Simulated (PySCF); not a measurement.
Isomers of C4H9NSi2, mass 127.027 u with the commonest isotopes. Method: PBE0-D3(BJ)/def2-SVP geometry optimisation, gas phase (PySCF). One conformer each, none proved a minimum here; rigid rotors.

Question: Order these by rotational constant A, largest first.
A. `[N:1]#[C:2][C@@H:3]1[CH2:4][CH2:5][SiH2:6][SiH2:7]1` with C2–C3–C4–C5 -65°, C3–C4–C5–Si6 -53°, C4–C5–Si6–Si7 25°, C5–Si6–Si7–C3 2°
B. `[CH:1]#[C:2][C@H:3]1[CH2:4][SiH2:5][NH:6][SiH2:7]1` with C2–C3–C4–Si5 164°, C3–C4–Si5–N6 -29°, C4–Si5–N6–Si7 8°, Si5–N6–Si7–C3 11°
C. `[N:1]#[C:2][C@@H:3]1[CH2:4][Si@H:5]1[CH2:6][SiH3:7]` with C4–Si5–C6–Si7 29°
D. `[N:1]#[C:2][Si@@H:3]1[CH2:4][CH2:5][CH2:6][SiH2:7]1` with C2–Si3–C4–C5 -86°, Si3–C4–C5–C6 -53°, C4–C5–C6–Si7 53°, C5–C6–Si7–Si3 -26°

Answer: C (3844 MHz), B (3348 MHz), D (2621 MHz), A (2466 MHz).

Question: Order these by out-of-plane moment Σ m c² = (Ia + Ib − Ic)/2, largest first.
A. `[CH:1]#[C:2][C@H:3]1[CH2:4][SiH2:5][NH:6][SiH2:7]1` with C2–C3–C4–Si5 164°, C3–C4–Si5–N6 -29°, C4–Si5–N6–Si7 8°, Si5–N6–Si7–C3 11°
B. `[N:1]#[C:2][C@@H:3]1[CH2:4][CH2:5][SiH2:6][SiH2:7]1` with C2–C3–C4–C5 -65°, C3–C4–C5–Si6 -53°, C4–C5–Si6–Si7 25°, C5–Si6–Si7–C3 2°
C. `[N:1]#[C:2][Si@@H:3]1[CH2:4][CH2:5][CH2:6][SiH2:7]1` with C2–Si3–C4–C5 -86°, Si3–C4–C5–C6 -53°, C4–C5–C6–Si7 53°, C5–C6–Si7–Si3 -26°
D. `[N:1]#[C:2][C@@H:3]1[CH2:4][Si@H:5]1[CH2:6][SiH3:7]` with C4–Si5–C6–Si7 29°
E. `[N:1]#[C:2][CH2:3][SiH:4]1[CH2:5][SiH2:6][CH2:7]1` with C2–C3–Si4–C5 64°, C3–Si4–C5–Si6 96°, Si4–C5–Si6–C7 16°, C5–Si6–C7–Si4 -16°, C3–Si4–C7–Si6 -96°

Answer: B (69.79 u·Å²), C (60.37 u·Å²), D (49.63 u·Å²), E (45.59 u·Å²), A (13.65 u·Å²).

Question: Order these by rotational constant C, largest first.
A. `[CH:1]#[C:2][C@H:3]1[CH2:4][SiH2:5][NH:6][SiH2:7]1` with C2–C3–C4–Si5 164°, C3–C4–Si5–N6 -29°, C4–Si5–N6–Si7 8°, Si5–N6–Si7–C3 11°
B. `[N:1]#[C:2][C@@H:3]1[CH2:4][CH2:5][SiH2:6][SiH2:7]1` with C2–C3–C4–C5 -65°, C3–C4–C5–Si6 -53°, C4–C5–Si6–Si7 25°, C5–Si6–Si7–C3 2°
C. `[N:1]#[C:2][CH2:3][SiH:4]1[CH2:5][SiH2:6][CH2:7]1` with C2–C3–Si4–C5 64°, C3–Si4–C5–Si6 96°, Si4–C5–Si6–C7 16°, C5–Si6–C7–Si4 -16°, C3–Si4–C7–Si6 -96°
D. `[N:1]#[C:2][C@@H:3]1[CH2:4][Si@H:5]1[CH2:6][SiH3:7]` with C4–Si5–C6–Si7 29°
E. `[N:1]#[C:2][Si@@H:3]1[CH2:4][CH2:5][CH2:6][SiH2:7]1` with C2–Si3–C4–C5 -86°, Si3–C4–C5–C6 -53°, C4–C5–C6–Si7 53°, C5–C6–Si7–Si3 -26°

Answer: B (1230 MHz), E (1099 MHz), A (974.0 MHz), C (946.3 MHz), D (814.9 MHz).

| SMILES | point group | Ia (u·Å²) | Ib (u·Å²) | Ic (u·Å²) | κ | μa (D) | μb (D) | μc (D) |
| --- | --- | --- | --- | --- | --- | --- | --- | --- |
| N#C[C@@H]1C[Si@H]1C[SiH3] | C1 | 131.47 | 587.98 | 620.19 | -0.97 | 5.15 | 1.28 | 0.73 |
| N#C[Si@@H]1CCC[SiH2]1 | C1 | 192.79 | 387.90 | 459.96 | -0.73 | 3.90 | 0.93 | 1.51 |
| N#C[C@@H]1CC[SiH2][SiH2]1 | C1 | 204.90 | 345.58 | 410.91 | -0.62 | 2.68 | 0.11 | 2.58 |
| N#CC[SiH]1C[SiH2]C1 | C1 | 133.84 | 491.41 | 534.07 | -0.94 | 3.53 | 2.04 | 0.50 |
| C#C[C@H]1C[SiH2]N[SiH2]1 | C1 | 150.93 | 395.23 | 518.86 | -0.74 | 1.02 | 0.26 | 0.01 |
